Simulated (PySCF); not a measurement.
C₆H₁₀FN.
Numbering: `[CH2:1]=[N:2][CH2:3][C@@H:4]1[CH2:5][CH2:6][C@@H:7]1[F:8]` (hydrogens: H9, H10 on C1; H11, H12 on C3; H13 on C4; H14, H15 on C5; H16, H17 on C6; H18 on C7)

Torsions of this conformer, `[CH2:1]=[N:2][CH2:3][C@@H:4]1[CH2:5][CH2:6][C@@H:7]1[F:8]`: C1–N2–C3–C4 129°, N2–C3–C4–C5 40°.

The closed-shell ground state was solved at several levels (PySCF, density fitting, gas phase, non-relativistic). Isolated species at its PBE0-D3(BJ)/def2-SVP geometry (one conformer only).

```
        level  basis functions  HOMO (eV)  LUMO (eV)  gap (eV)  dipole (D)
  B3LYP/pcJ-1              316      -7.07      -0.53      6.54        1.03
PBE0/pcSseg-1              186      -7.31      -0.28      7.03        1.03
  HF/pcSseg-1              186     -10.99       3.78     14.77        1.07
```

(1) Estimate the row for CAM-B3LYP/def2-SVPD, a basis of 243 functions; the other rows only guide the guess.

(2) Over all these levels, which gives the widest orbital gap and which the narrowest?

(3) How far do the dipole and the HOMO energy spread over the levels?

Answers

(1) HOMO -8.78 eV, LUMO 0.69 eV, gap 9.47 eV, dipole 1.08 D.

(2) HF/pcSseg-1 (Hartree–Fock, all exact exchange) has the widest, 14.77 eV, and B3LYP/pcJ-1 (global hybrid, 20 % exact exchange) the narrowest, 6.54 eV. Functional and basis both differ between the two, so the spread mixes both effects. The HOMO need not be the same orbital at Hartree–Fock and at DFT levels.

(3) The dipole runs from 1.03 to 1.08 D (mean 1.05 D) and the HOMO from -10.99 to -7.07 eV.
